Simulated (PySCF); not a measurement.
C4H8O2, SMILES OCC1COC1.

Geometry optimised at PBE-D3(BJ)/def2-SVP. Other conformers were not sampled.

All values below come from SMD-PBE0/def2-SVP (PySCF).

Solvation free energies are E(SMD) − E(gas) at the gas-phase geometry, for 1 M in both phases. In vacuum the dipole moment is 2.79 D.

Computed solvation free energies in water, tetrahydrofuran, diethylether:
```json
[
 {"solvent": "water", "ΔG(solv) (kcal/mol)": "-8.4", "its non-electrostatic (CDS) part": "2.8", "dipole (D)": "3.79"},
 {"solvent": "tetrahydrofuran", "ΔG(solv) (kcal/mol)": "-6.4", "its non-electrostatic (CDS) part": "-2.1", "dipole (D)": "3.27"},
 {"solvent": "diethylether", "ΔG(solv) (kcal/mol)": "-6.3", "its non-electrostatic (CDS) part": "-2.7", "dipole (D)": "3.18"}
]
```
